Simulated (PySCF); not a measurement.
PySCF input file for C₂H₇BO₃, SMILES CCOB(O)O, TDDFT-PBE/def2-SVPD. Geometry: PBE0-D3(BJ)/def2-SVP. Other conformers were not sampled.

```python
import numpy as np
from pyscf import gto, scf, dft, tdscf

mol = gto.M(
    atom='''
    B     0.00509103    0.94613468   -0.03912613
    O     0.33228802    2.07852146   -0.73233562
    H    -0.28365376    2.80574195   -0.62642662
    O    -1.09845749    0.81871013    0.76913702
    H    -1.63860254    1.60706034    0.84932652
    O     0.84600086   -0.10716805   -0.17588598
    C     0.59099134   -1.33911026    0.45847209
    C    -0.36733656   -2.19422448   -0.34314437
    H     1.56226053   -1.84930152    0.56084923
    H     0.19329903   -1.17463684    1.47464086
    H     0.01178127   -2.34513439   -1.36515358
    H    -0.49571526   -3.18095796    0.12797358
    H    -1.35540429   -1.71394471   -0.40486911
    ''',
    basis='def2-SVPD',
    charge=0,
    spin=0,
    max_memory=1600,
    verbose=4,
)
mf = dft.RKS(mol, xc='pbe').density_fit(auxbasis='def2-universal-jkfit')
mf.grids.level = 3
mf.conv_tol = 1e-9
mf.max_cycle = 100
mf.kernel()
mf.grids = dft.Grids(mol).set(level=1).build(with_non0tab=True)  # coarser grid for the response kernel
td = tdscf.TDDFT(mf)
td.singlet = True
td.nstates = 10
td.conv_tol = 1e-4
td.positive_eig_threshold = 1e-6
td.kernel(x0=td.get_init_guess(mf, 15))
td.analyze()
tt = tdscf.TDA(mf)
tt.singlet = False
tt.nstates = 4
tt.conv_tol = 1e-4
tt.positive_eig_threshold = 1e-6
tt.kernel(x0=tt.get_init_guess(mf, 9))
tt.analyze(verbose=3)
```

It prints:

```
PySCF version 2.14.0

[INPUT] verbose = 4
[INPUT] num. atoms = 13
[INPUT] num. electrons = 48
[INPUT] charge = 0
[INPUT] spin (= nelec alpha-beta = 2S) = 0
[INPUT] symmetry False subgroup None
[INPUT] Mole.unit = angstrom
[INPUT] Symbol           X                Y                Z      unit          X                Y                Z       unit  Magmom
[INPUT]  1 B      0.005091030000   0.946134680000  -0.039126130000 AA    0.009620652392   1.787935422153  -0.073937670014 Bohr   0.0
[INPUT]  2 O      0.332288020000   2.078521460000  -0.732335620000 AA    0.627933352274   3.927836303431  -1.383913753064 Bohr   0.0
[INPUT]  3 H     -0.283653760000   2.805741950000  -0.626426620000 AA   -0.536027920603   5.302083861703  -1.183774748937 Bohr   0.0
[INPUT]  4 O     -1.098457490000   0.818710130000   0.769137020000 AA   -2.075783815577   1.547137921107   1.453458320064 Bohr   0.0
[INPUT]  5 H     -1.638602540000   1.607060340000   0.849326520000 AA   -3.096510027617   3.036903908250   1.604994513130 Bohr   0.0
[INPUT]  6 O      0.846000860000  -0.107168050000  -0.175885980000 AA    1.598709926547  -0.202518263804  -0.332376331351 Bohr   0.0
[INPUT]  7 C      0.590991340000  -1.339110260000   0.458472090000 AA    1.116811774590  -2.530551641995   0.866386685857 Bohr   0.0
[INPUT]  8 C     -0.367336560000  -2.194224480000  -0.343144370000 AA   -0.694165493940  -4.146483323016  -0.648448880486 Bohr   0.0
[INPUT]  9 H      1.562260530000  -1.849301520000   0.560849230000 AA    2.952244536918  -3.494673394542   1.059851441873 Bohr   0.0
[INPUT] 10 H      0.193299030000  -1.174636840000   1.474640860000 AA    0.365282226844  -2.219741923425   2.786667357493 Bohr   0.0
[INPUT] 11 H      0.011781270000  -2.345134390000  -1.365153580000 AA    0.022263373700  -4.431661722399  -2.579766384170 Bohr   0.0
[INPUT] 12 H     -0.495715260000  -3.180957960000   0.127973580000 AA   -0.936766077168  -6.011139358155   0.241835017380 Bohr   0.0
[INPUT] 13 H     -1.355404290000  -1.713944710000  -0.404869110000 AA   -2.561342896161  -3.238886094547  -0.765091734196 Bohr   0.0

nuclear repulsion = 241.788654438313
number of shells = 79
number of NR pGTOs = 259
number of NR cGTOs = 185
basis = def2-SVPD
ecp = {}


******** <class 'pyscf.df.df_jk.DFRKS'> ********
method = DFRKS
initial guess = minao
damping factor = 0
level_shift factor = 0
DIIS = <class 'pyscf.scf.diis.CDIIS'>
diis_start_cycle = 1
diis_space = 8
diis_damp = 0
SCF conv_tol = 1e-09
SCF conv_tol_grad = None
SCF max_cycles = 100
direct_scf = False
XC library pyscf.dft.libxc version 7.1.2
    S. Lehtola, C. Steigemann, M. J. T. Oliveira, and M. A. L. Marques,  SoftwareX 7, 1–5 (2018)
XC functionals = pbe
    J. P. Perdew, K. Burke, and M. Ernzerhof,  Phys. Rev. Lett. 77, 3865 (1996)
    J. P. Perdew, K. Burke, and M. Ernzerhof,  Phys. Rev. Lett. 78, 1396 (1997)
    J. P. Perdew, K. Burke, and M. Ernzerhof,  Phys. Rev. Lett. 77, 3865 (1996)
    J. P. Perdew, K. Burke, and M. Ernzerhof,  Phys. Rev. Lett. 78, 1396 (1997)
radial grids:
    Treutler-Ahlrichs [JCP 102, 346 (1995); DOI:10.1063/1.469408] (M4) radial grids

becke partition: Becke, JCP 88, 2547 (1988); DOI:10.1063/1.454033
pruning grids: <function nwchem_prune>
grids dens level: 3
symmetrized grids: False
atomic radii adjust function: <function treutler_atomic_radii_adjust>
small_rho_cutoff = 0
Set gradient conv threshold to 3.16228e-05
Initial guess from minao.
tot grids = 153184
init E= -330.946039818287
  HOMO = -0.365518018268207  LUMO = -0.0534827331197811  gap/eV = 8.49091
cycle= 1 E= -330.240643044852  delta_E= 0.705  |g|= 1.13  |ddm|= 4.92
  HOMO = -0.080626477636514  LUMO = -0.0153531230041031  gap/eV = 1.77618
cycle= 2 E= -329.481803168459  delta_E= 0.759  |g|= 2.24  |ddm|= 3.41
  HOMO = -0.262052764217531  LUMO = -0.0399237363247473  gap/eV = 6.04444
cycle= 3 E= -330.488069459814  delta_E= -1.01  |g|= 0.155  |ddm|= 2.38
  HOMO = -0.244925934671366  LUMO = -0.0393024574036129  gap/eV = 5.59530
cycle= 4 E= -330.490059057285  delta_E= -0.00199  |g|= 0.13  |ddm|= 0.293
  HOMO = -0.249739670101745  LUMO = -0.038191386602175  gap/eV = 5.75652
cycle= 5 E= -330.493293456361  delta_E= -0.00323  |g|= 0.0294  |ddm|= 0.124
  HOMO = -0.248070821635114  LUMO = -0.0389379273867347  gap/eV = 5.69080
cycle= 6 E= -330.493458190597  delta_E= -0.000165  |g|= 0.00799  |ddm|= 0.0369
  HOMO = -0.248685385454243  LUMO = -0.0390450904264101  gap/eV = 5.70460
cycle= 7 E= -330.493472622327  delta_E= -1.44e-05  |g|= 0.00152  |ddm|= 0.0105
  HOMO = -0.248713776739191  LUMO = -0.0390585962938639  gap/eV = 5.70501
cycle= 8 E= -330.493473012623  delta_E= -3.9e-07  |g|= 0.000677  |ddm|= 0.0029
  HOMO = -0.248743667860313  LUMO = -0.0390669616888291  gap/eV = 5.70559
cycle= 9 E= -330.493473096332  delta_E= -8.37e-08  |g|= 0.000248  |ddm|= 0.000816
  HOMO = -0.248757044476967  LUMO = -0.0390706220264025  gap/eV = 5.70586
cycle= 10 E= -330.493473107955  delta_E= -1.16e-08  |g|= 6.1e-05  |ddm|= 0.000319
  HOMO = -0.248751274116126  LUMO = -0.0390708438934264  gap/eV = 5.70570
cycle= 11 E= -330.493473108526  delta_E= -5.7e-10  |g|= 3.62e-05  |ddm|= 0.000101
  HOMO = -0.248752825999489  LUMO = -0.0390705336355648  gap/eV = 5.70575
cycle= 12 E= -330.493473108843  delta_E= -3.18e-10  |g|= 4.41e-06  |ddm|= 5.06e-05
  HOMO = -0.248752716096589  LUMO = -0.0390705005138261  gap/eV = 5.70574
Extra cycle  E= -330.493473108839  delta_E= 4.09e-12  |g|= 6.39e-06  |ddm|= 1.55e-05
converged SCF energy = -330.493473108839
tot grids = 48384
Overwritten attributes  positive_eig_threshold  of <class 'pyscf.tdscf.rks.CasidaTDDFT'>


******** <class 'pyscf.tdscf.rks.CasidaTDDFT'> for <class 'pyscf.df.df_jk.DFRKS'> ********
nstates = 10 singlet
deg_eia_thresh = 1.000e-03
wfnsym = None
conv_tol = 0.0001
eigh lindep = 1e-12
eigh level_shift = 0
eigh max_cycle = 100


Excitation energies (eV)
[5.71958719 6.18508582 6.7633889  7.20310216 7.25002681 7.57180654
 7.65324789 7.76660361 7.87103469 8.00055833]

** Singlet excitation energies and oscillator strengths **
Excited State   1:      5.71959 eV    216.77 nm  f=0.0018
      24 -> 25        0.70699
Excited State   2:      6.18509 eV    200.46 nm  f=0.0048
      23 -> 25        0.70688
Excited State   3:      6.76339 eV    183.32 nm  f=0.0002
      22 -> 25        0.70659
Excited State   4:      7.20310 eV    172.13 nm  f=0.0241
      21 -> 25       -0.10583
      24 -> 26       -0.69794
Excited State   5:      7.25003 eV    171.01 nm  f=0.0275
      21 -> 25        0.69642
      24 -> 26       -0.10544
Excited State   6:      7.57181 eV    163.74 nm  f=0.0050
      24 -> 27        0.70651
Excited State   7:      7.65325 eV    162.00 nm  f=0.0002
      23 -> 26       -0.70633
Excited State   8:      7.76660 eV    159.64 nm  f=0.0043
      20 -> 25       -0.70605
Excited State   9:      7.87103 eV    157.52 nm  f=0.0234
      24 -> 28        0.66595
      24 -> 29        0.19508
      24 -> 30        0.10373
Excited State  10:      8.00056 eV    154.97 nm  f=0.0105
      19 -> 25       -0.70331

** Transition electric dipole moments (AU) **
state          X           Y           Z        Dip. S.      Osc.
  1        -0.0253     -0.0376     -0.1034      0.0127      0.0018
  2         0.1595     -0.0307     -0.0723      0.0316      0.0048
  3        -0.0254     -0.0066      0.0215      0.0012      0.0002
  4         0.0057      0.3690     -0.0259      0.1368      0.0241
  5         0.1839      0.2690     -0.2206      0.1549      0.0275
  6         0.0349     -0.1584     -0.0250      0.0269      0.0050
  7        -0.0106      0.0277      0.0041      0.0009      0.0002
  8        -0.0792     -0.1267     -0.0062      0.0224      0.0043
  9        -0.1421     -0.1532     -0.2791      0.1216      0.0234
 10        -0.1436      0.1609     -0.0828      0.0534      0.0105

** Transition velocity dipole moments (imaginary part, AU) **
state          X           Y           Z        Dip. S.      Osc.
  1        -0.0049     -0.0070     -0.0207      0.0005      0.0016
  2         0.0381     -0.0079     -0.0178      0.0018      0.0054
  3        -0.0066     -0.0018      0.0055      0.0001      0.0002
  4         0.0012      0.0949     -0.0070      0.0091      0.0228
  5         0.0511      0.0737     -0.0612      0.0118      0.0295
  6         0.0094     -0.0445     -0.0078      0.0021      0.0051
  7        -0.0033      0.0076      0.0018      0.0001      0.0002
  8        -0.0224     -0.0362     -0.0011      0.0018      0.0042
  9        -0.0475     -0.0469     -0.0829      0.0113      0.0261
 10        -0.0427      0.0475     -0.0239      0.0047      0.0105

** Transition magnetic dipole moments (imaginary part, AU) **
state          X           Y           Z
  1         0.0636      0.0970     -0.1774
  2         0.1434      0.1853      0.0378
  3        -0.2467      0.3630     -0.0184
  4        -0.2735      0.0615     -0.2789
  5         0.4893      0.2398      0.6642
  6        -0.0698     -0.0800      0.0519
  7         0.0988      0.4419     -0.0646
  8         0.2882      0.1734     -0.1548
  9        -0.4173      0.1204      0.3119
 10         0.1032      0.1039     -0.2136
Overwritten attributes  positive_eig_threshold  of <class 'pyscf.tdscf.rks.TDA'>


******** <class 'pyscf.tdscf.rks.TDA'> for <class 'pyscf.df.df_jk.DFRKS'> ********
nstates = 4 triplet
deg_eia_thresh = 1.000e-03
wfnsym = None
conv_tol = 0.0001
eigh lindep = 1e-12
eigh level_shift = 0
eigh max_cycle = 100


Excitation energies (eV)
[5.66037269 6.1458663  6.57800236 7.01447198]

** Triplet excitation energies and oscillator strengths **
Excited State   1:      5.66037 eV    219.04 nm  f=0.0000
Excited State   2:      6.14587 eV    201.74 nm  f=0.0000
Excited State   3:      6.57800 eV    188.48 nm  f=0.0000
Excited State   4:      7.01447 eV    176.75 nm  f=0.0000
```

The calculation finished and met its thresholds.

Cost: roughly 2.6 core-minutes.
